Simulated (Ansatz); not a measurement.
Geometry optimisation, Ansatz, RKS PBE0-D4/def2-SVP.

Input file:

```yaml
crystal:
  periodic: [false, false, false]
  atoms:
    - { symbol: W, position_ang: [-0.101222, -0.120485, 0.153318] }
    - { symbol: Cl, position_ang: [-0.185576, -0.208287, 2.500402] }
    - { symbol: H, position_ang: [1.366916, 0.066525, -0.62076] }
    - { symbol: H, position_ang: [0.160135, 1.330983, -0.627481] }
    - { symbol: H, position_ang: [-1.43197, 0.585593, -0.563857] }
    - { symbol: H, position_ang: [0.540225, -1.493298, -0.54868] }
    - { symbol: H, position_ang: [-1.208388, -1.166092, -0.535797] }
    - { symbol: Br, position_ang: [2.269106, 2.391305, 1.659814] }
    - { symbol: H, position_ang: [1.537074, 1.682956, 2.75924] }
basis:
  gaussian: { orbitals: def2-SVP }
hamiltonian:
  xc: pbe0
  dispersion: d4
relax:
  f_tol: 0.03
  max_steps: 50
```

Run as:

```bash
$ ansatz run input.yaml --threads 2 --pin off --max-ram 3072MiB --backend cpu --events-out ev --progress --plain --runs-dir out
```

**Question.** Where does it end, and by what steps?

**Answer.** The run converged. The force dipped under the threshold on the way, but the program's further checks kept it going. After 11 steps the energy has fallen by 0.141 eV; H9 moved furthest, 0.46 Å.

```tsv
step	energy less start (eV)	largest force component (eV/Å)	accepted
0	0.0000	1.208	yes
1	-0.1055	0.455	yes
2	-0.1223	0.077	yes
3	-0.1308	0.061	yes
4	-0.1327	0.157	yes
5	-0.1374	0.040	yes
6	-0.1391	0.129	yes
7	-0.1406	0.011	yes
8	-0.1370	0.375	no
9	-0.1411	0.036	yes
10	-0.1410	0.094	no
11	-0.1412	0.009	yes
```

```xyz
9
Properties=species:S:1:pos:R:3
W -0.125 -0.133 0.146
Cl -0.330 -0.311 2.387
H 1.375 0.088 -0.566
H 0.137 1.348 -0.592
H -1.459 0.575 -0.571
H 0.561 -1.492 -0.546
H -1.192 -1.189 -0.591
Br 2.133 2.213 1.568
H 1.847 1.971 2.942
```

Whether the end is a true minimum wasn't checked by a vibrational analysis.

Run time: 51 s on 2 threads of AMD EPYC 7R43 64-Core Processor (Zen 3) (shared host), peak memory 0.29 GiB.
